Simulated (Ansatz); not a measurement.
`F[SiH]1[O][GeH2]1`, charge 0, multiplicity 1.

Task: Give a relaxed structure at PBE0-D4/def2-TZVP (Ansatz 0.2.0). (Estimate.)

Result: The calculation gave: 
Z-matrix (Å, degrees):
```
Si
O 1 1.624
Ge 1 2.255 2 56.3
F 1 1.588 2 116.9 3 112.4
H 1 1.477 2 118.7 3 -118.5
H 3 1.536 1 124.5 2 -81.8
H 3 1.535 1 122.9 2 83.0
```
